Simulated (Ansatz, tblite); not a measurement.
Forces on the cluster Mg₃N₂⁺ at its PBE-D4/def2-SVP geometry. Charge 1, multiplicity 2.

The xTB rows come from tblite. Another isomer (doublet) lies 1.86 eV lower at PBE0-D4/def2-TZVP; other spin states weren't run for this one.

GFN1-xTB (tblite), largest force 0.12 eV/Å:

```xyz
5
positions Å, forces eV/Å
Mg   -0.641    1.352    0.472   -0.035    0.072    0.025
Mg    0.281   -0.245   -1.524    0.015   -0.013   -0.082
Mg    0.360   -1.107    1.052    0.020   -0.059    0.057
N     1.241    0.539    0.143    0.112    0.048    0.013
N    -1.241   -0.539   -0.143   -0.113   -0.048   -0.013
```

GFN2-xTB (tblite), largest force 0.22 eV/Å:

```
Mg -0.089 0.186 0.065
Mg 0.039 -0.034 -0.210
Mg 0.050 -0.153 0.145
N -0.089 -0.039 -0.010
N 0.089 0.039 0.010
```

PBE-D4/def2-TZVP (Ansatz), largest force 0.43 eV/Å:

```
Mg 0.175 -0.372 -0.130
Mg -0.077 0.067 0.419
Mg -0.098 0.304 -0.289
N -0.293 -0.128 -0.034
N 0.292 0.129 0.034
```
